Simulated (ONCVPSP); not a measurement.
# Reading a pseudo-wave (potassium (K))

Columns: radius, all-electron u(r) and pseudo u(r) of the 3s shell (level -35.18 eV) of potassium in the configuration [Ne] 3s2 3p6 4s1; LDA (Perdew-Zunger), scalar-relativistic, ONCV scheme, ONCVPSP 4.0.1.

| r (bohr) | all-electron | pseudo |
| --- | --- | --- |
| 0.103 | 0.0244 | 0.1291 |
| 0.205 | -0.4343 | 0.2547 |
| 0.308 | -0.4702 | 0.3770 |
| 0.410 | -0.2303 | 0.4910 |
| 0.513 | 0.1016 | 0.5962 |
| 0.615 | 0.4118 | 0.6878 |
| 0.718 | 0.6600 | 0.7651 |
| 0.820 | 0.8302 | 0.8245 |
| 0.923 | 0.9320 | 0.8658 |
| 1.025 | 0.9756 | 0.8875 |
| 1.128 | 0.9758 | 0.8903 |
| 1.230 | 0.9454 | 0.8753 |
| 1.332 | 0.8949 | 0.8444 |
| 1.435 | 0.8316 | 0.7998 |
| 1.538 | 0.7621 | 0.7448 |
| 1.640 | 0.6916 | 0.6837 |
| 1.743 | 0.6215 | 0.6188 |
| 1.845 | 0.5551 | 0.5545 |
| 1.948 | 0.4924 | 0.4923 |
| 2.050 | 0.4351 | 0.4350 |
| 2.153 | 0.3824 | 0.3824 |
| 2.255 | 0.3353 | 0.3353 |
| 2.358 | 0.2928 | 0.2928 |
| 2.460 | 0.2553 | 0.2553 |
| 2.562 | 0.2221 | 0.2221 |
| 2.665 | 0.1926 | 0.1926 |

**Question.** How many radial nodes do the two functions have?

**Answer.** The all-electron 3s function has n − l − 1 = 2; the pseudo-wave has 0, since the states of the same l below it are removed with the core.

**Question.** At about which radius was the pseudo-wave matched?

**Answer.** 2.05 bohr, where the columns begin to agree (steps of 0.10 bohr).

**Question.** Where does each function peak?

**Answer.** Outermost all-electron maximum near 1.13 bohr, pseudo maximum near 1.13 bohr (to the table’s step).

**Question.** Is the pseudo-wave norm-conserving?

**Answer.** Yes: the ONCV scheme keeps the norm inside the radius equal to the all-electron one, which fixes the energy derivative of the logarithmic derivative at the level.
